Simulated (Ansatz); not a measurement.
```yaml
crystal:
  periodic: [false, false, false]
  atoms:
    - {symbol: Er, position_ang: [0.000241, 0.000077, 0.000593]}
    - {symbol: N, position_ang: [0.037559, -0.023898, 2.480632]}
    - {symbol: H, position_ang: [0.876794, 0.401339, 2.919442]}
    - {symbol: H, position_ang: [-0.005313, -0.962255, 2.922071]}
    - {symbol: H, position_ang: [-0.744645, 0.482896, 2.938244]}
    - {symbol: N, position_ang: [-0.056966, 0.028903, -2.478253]}
    - {symbol: H, position_ang: [-0.869102, -0.451470, -2.911099]}
    - {symbol: H, position_ang: [0.754352, -0.421855, -2.943675]}
    - {symbol: H, position_ang: [-0.082049, 0.969093, -2.917172]}
    - {symbol: N, position_ang: [2.478461, -0.063735, 0.040691]}
    - {symbol: H, position_ang: [2.941923, 0.865236, 0.030265]}
    - {symbol: H, position_ang: [2.924095, -0.554201, -0.758643]}
    - {symbol: H, position_ang: [2.905897, -0.527497, 0.864761]}
    - {symbol: N, position_ang: [-2.477254, 0.058333, -0.066419]}
    - {symbol: H, position_ang: [-2.896419, 0.626946, -0.826483]}
    - {symbol: H, position_ang: [-2.937671, 0.432698, 0.785545]}
    - {symbol: H, position_ang: [-2.934072, -0.866088, -0.189108]}
    - {symbol: N, position_ang: [-0.021308, 2.479572, -0.027866]}
    - {symbol: H, position_ang: [0.235335, 2.927817, 0.872979]}
    - {symbol: H, position_ang: [-0.933438, 2.919953, -0.253588]}
    - {symbol: H, position_ang: [0.627206, 2.928183, -0.703184]}
    - {symbol: N, position_ang: [0.039793, -2.478378, 0.051775]}
    - {symbol: H, position_ang: [-0.133961, -2.936455, -0.863888]}
    - {symbol: H, position_ang: [-0.661781, -2.926531, 0.672215]}
    - {symbol: H, position_ang: [0.932321, -2.908653, 0.360177]}
basis:
  gaussian: {orbitals: def2-SVP, nuclear_model: gaussian}
total_charge: 3
magnetization: {spin_polarized: true, initial_magnetization: 3}
hamiltonian: {xc: {name: RPBE}, dispersion: d3bjatm}
scf: {omitted_lower_state_checks: [starts]}
output: {forces: true}
```

```sh
$ ansatz run in.yaml --threads 4 --pin off --events-out ev --progress --plain --max-ram 6963MiB
```

Shortened log:

```
Functional definition: RPBE
basis functions trapped inside cores are left out: 1
2745 factors; their error is unknown
mean field evaluation 1: about -36649.8770 eV, gradient 3.6e2 eV
mean field evaluation 2: about -32704.8614 eV, gradient 1.2e3 eV
mean field evaluation 4: about -34779.7646 eV, gradient 7.8e2 eV
mean field evaluation 8: about -36843.5048 eV, gradient 4.6e0 eV
mean field evaluation 16: about -36844.4354 eV, gradient 3.6e-3 eV
mean field evaluation 32: about -36844.4354 eV, gradient 2.5e-8 eV
mean field -36844.43535193 eV, -1354.0080251280 hartree, gradient 3.5e-8 eV, S^2 3.751842; 0 other end points of the search recorded, 0 dependent functions left out
reference -36844.43543622 eV, -1354.0080282259 hartree; 50, 47 occupied and 204, 207 virtual orbitals, 2745 factors
Total energy: -36847.06934663 eV, -1354.1048226481 hartree
Atom 0 at     0.000241     0.000077     0.000593 Å, force    -0.000274     0.001424     0.001258 eV/Å
Atom 1 at     0.037559    -0.023898     2.480632 Å, force     0.006565    -0.003620    -0.004020 eV/Å
Atom 2 at     0.876794     0.401339     2.919442 Å, force    -0.018958    -0.009022    -0.042184 eV/Å
Atom 3 at    -0.005313    -0.962255     2.922071 Å, force     0.002547     0.018934    -0.041441 eV/Å
Atom 4 at    -0.744645     0.482896     2.938244 Å, force     0.012741    -0.009287    -0.039812 eV/Å
Atom 5 at    -0.056966     0.028903    -2.478253 Å, force    -0.006857     0.002537     0.004431 eV/Å
Atom 6 at    -0.869102    -0.451470    -2.911099 Å, force     0.018380     0.010808     0.041302 eV/Å
Atom 7 at     0.754352    -0.421855    -2.943675 Å, force    -0.012373     0.009589     0.038823 eV/Å
Atom 8 at    -0.082049     0.969093    -2.917172 Å, force    -0.001417    -0.019580     0.042026 eV/Å
Atom 9 at     2.478461    -0.063735     0.040691 Å, force    -0.008166    -0.011991    -0.004125 eV/Å
Atom 10 at     2.941923     0.865236     0.030265 Å, force    -0.037359    -0.012326     0.001161 eV/Å
Atom 11 at     2.924095    -0.554201    -0.758643 Å, force    -0.041562     0.012752     0.018291 eV/Å
Atom 12 at     2.905897    -0.527497     0.864761 Å, force    -0.040159     0.009325    -0.014551 eV/Å
Atom 13 at    -2.477254     0.058333    -0.066419 Å, force     0.005972    -0.003142     0.000485 eV/Å
Atom 14 at    -2.896419     0.626946    -0.826483 Å, force     0.039810    -0.008671     0.013053 eV/Å
Atom 15 at    -2.937671     0.432698     0.785545 Å, force     0.041040    -0.006758    -0.017193 eV/Å
Atom 16 at    -2.934072    -0.866088    -0.189108 Å, force     0.040067     0.018664     0.002841 eV/Å
Atom 17 at    -0.021308     2.479572    -0.027866 Å, force     0.002187    -0.004813    -0.002009 eV/Å
Atom 18 at     0.235335     2.927817     0.872979 Å, force    -0.006000    -0.040352    -0.017637 eV/Å
Atom 19 at    -0.933438     2.919953    -0.253588 Å, force     0.015588    -0.039864     0.002651 eV/Å
Atom 20 at     0.627206     2.928183    -0.703184 Å, force    -0.013285    -0.041799     0.014315 eV/Å
Atom 21 at     0.039793    -2.478378     0.051775 Å, force    -0.002850     0.004501    -0.001797 eV/Å
Atom 22 at    -0.133961    -2.936455    -0.863888 Å, force     0.005807     0.040764     0.020191 eV/Å
Atom 23 at    -0.661781    -2.926531     0.672215 Å, force     0.015370     0.041836    -0.013260 eV/Å
Atom 24 at     0.932321    -2.908653     0.360177 Å, force    -0.016814     0.040092    -0.002799 eV/Å
Dipole moment:    -0.000706    -0.001435    -0.001128 e Å
Checks for a lower state left out: starts
```

It took 1.9 min on 4 threads of Intel Xeon on a shared host, peak host memory 1.4 GiB.

In the def2 sets Er takes a core potential; there is no spin–orbit coupling. With an open 4f shell the SCF may have ended on a state above the lowest.

The dipole of an ion depends on the origin.
